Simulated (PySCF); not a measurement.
IIn, neutral, multiplicity 1. Atoms are numbered in the order given.

```xyz
2

In     0.0000     0.0000    -1.4379
I      0.0000     0.0000     1.3294
```

Geometry optimised at r2SCAN-D4/def2-TZVP. The def2 effective core potentials stand for the cores of I, In; spin–orbit coupling is left out.

The numbers are results of TDA-B3LYP/def2-TZVPD (PySCF 2.14.0), not measurements.

Vertical excitations; the highest root listed may be one member of a degenerate set. Isolated molecule, no solvent. State labels are in the subgroup C2v.

Computed lowest excited states:
```tsv
state	symmetry	energy (eV)	λ (nm)	f	main pairs
S1	B2	3.77	329	0.041	HOMO→LUMO+1 (degenerate set)
S2	B1	3.77	329	0.041	HOMO→LUMO (degenerate set)
S3	A2	3.81	326	0.000	HOMO−2→LUMO+1 50 %, HOMO−1→LUMO 50 %
S4	A1	3.87	320	0.000	HOMO−2→LUMO, HOMO−1→LUMO+1 (degenerate set)
S5	A2	3.87	320	0.000	HOMO−1→LUMO, HOMO−2→LUMO+1 (degenerate set)
S6	A1	4.41	281	0.020	HOMO−1→LUMO+1 41 %, HOMO−2→LUMO 41 %, HOMO→LUMO+2 16 %
S7	B1	5.47	227	0.018	HOMO−2→LUMO+2 (degenerate set)
S8	B2	5.47	227	0.018	HOMO−1→LUMO+2 (degenerate set)
S9	A1	5.95	208	0.131	HOMO→LUMO+3 91 %
S10	A1	6.08	204	1.197	HOMO→LUMO+2 65 %
T1	B2	3.05	407	0	HOMO→LUMO+1 (degenerate set)
T2	B1	3.05	407	0	HOMO→LUMO (degenerate set)
T3	A1	3.60	344	0	HOMO−2→LUMO 50 %, HOMO−1→LUMO+1 50 %
T4	A1	3.69	336	0	HOMO−1→LUMO+1 50 %, HOMO−2→LUMO 50 %
```
Triplets are in the Tamm–Dancoff approximation.
